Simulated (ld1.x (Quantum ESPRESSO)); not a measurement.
**Logarithmic derivatives: molybdenum (Mo), ultrasoft**

molybdenum, ultrasoft, made with ld1.x (Quantum ESPRESSO) 7.5 (LDA (PZ), scalar-relativistic). Core [Kr], reference 4d5 5s1 5p0. Waves: 5s (bound): rcut 2.15, rcutus 2.85 bohr; 5s channel at 2.95 Ry: rcut 2.15, rcutus 2.85 bohr; 5p (bound, empty): rcut 3.90, rcutus 4.60 bohr; 5p channel at 4.7 Ry: rcut 3.90, rcutus 4.60 bohr; 4d (bound): rcut 1.80, rcutus 2.15 bohr; 4d channel at 0.95 Ry: rcut 1.80, rcutus 2.15 bohr. Local part: all-electron potential smoothed inside 4.50 bohr (lloc = -1). Core correction: Bessel-smoothed model core inside 1.80 bohr. Augmentation charge: built from norm-conserving waves at rcut, not smoothed further.

The phase is arctan(r·u′/u) with u = r·R(r), unwrapped; energies in Ry, scanned from -2 to 5 Ry. A pole is an energy at which the radial function vanishes at the test radius. The pseudo phase is shifted by a multiple of π to meet the all-electron one at the reference energy, and phase errors are pseudo minus all-electron; the curves can meet again beyond the range given. Levels narrower than the energy grid can be missing from the lists of poles.

```
channel  radius (bohr)  reference energy (Ry)  poles, all-electron      poles, pseudo  unbroken range about the reference energy with phases within 0.05 rad  phase error 1 Ry above the reference energy (rad)
      s           4.98                  -0.32    -0.15, 1.80, 4.89  -0.15, 1.80, 4.09                                                              below 0.7                                             +0.051
      p           4.98                  -0.09           0.29, 2.35         0.09, 1.27                                                            -0.1 to 0.0                                             -2.660
      d           4.98                  -0.29    -0.26, 1.14, 3.43  -0.26, 1.14, 3.75                                                              below 1.9                                             +0.001
```

Note: ghost state, extra bound levels that the all-electron valence spectrum of the same l lacks: p at -2.47 eV. A true bound ghost makes a file unfit for plane-wave use.

Phases in the d channel:

```json
{"E (Ry)": "-2.00", "all-electron": "1.430", "pseudo": "1.430"}
{"E (Ry)": "-1.52", "all-electron": "1.409", "pseudo": "1.409"}
{"E (Ry)": "-1.04", "all-electron": "1.375", "pseudo": "1.375"}
{"E (Ry)": "-0.56", "all-electron": "1.294", "pseudo": "1.295"}
{"E (Ry)": "-0.08", "all-electron": "-1.885", "pseudo": "-1.883"}
{"E (Ry)": "0.40", "all-electron": "-3.266", "pseudo": "-3.249"}
{"E (Ry)": "0.88", "all-electron": "-4.603", "pseudo": "-4.603"}
{"E (Ry)": "1.36", "all-electron": "-4.781", "pseudo": "-4.779"}
{"E (Ry)": "1.84", "all-electron": "-5.008", "pseudo": "-4.983"}
{"E (Ry)": "2.32", "all-electron": "-7.313", "pseudo": "-7.022"}
{"E (Ry)": "2.80", "all-electron": "-7.744", "pseudo": "-7.699"}
{"E (Ry)": "3.28", "all-electron": "-7.835", "pseudo": "-7.803"}
{"E (Ry)": "3.76", "all-electron": "-7.893", "pseudo": "-7.854"}
{"E (Ry)": "4.24", "all-electron": "-7.968", "pseudo": "-7.897"}
{"E (Ry)": "4.72", "all-electron": "-8.243", "pseudo": "-7.948"}
```
